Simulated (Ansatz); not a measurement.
`O=CC[SiH](O)Cl`, charge 0, multiplicity 1.

Question: Give a relaxed structure at PBE0-D4/def2-TZVP (Ansatz). (Best estimate.)

Answer: Ansatz gave: 
Cartesian coordinates in Å:
```
O 2.5080 -0.6182 0.7957
C 1.8421 -0.1421 -0.0836
C 0.6057 0.6622 0.1452
Si -0.9430 -0.3772 0.0533
O -2.1854 0.6690 0.2144
Cl -1.0181 -1.3267 -1.7708
H 2.1116 -0.3036 -1.1480
H 0.6304 1.1095 1.1427
H 0.5017 1.4437 -0.6140
H -0.9714 -1.4461 1.0741
H -3.0816 0.3294 0.1909
```
This is one stationary point; other conformers may exist.
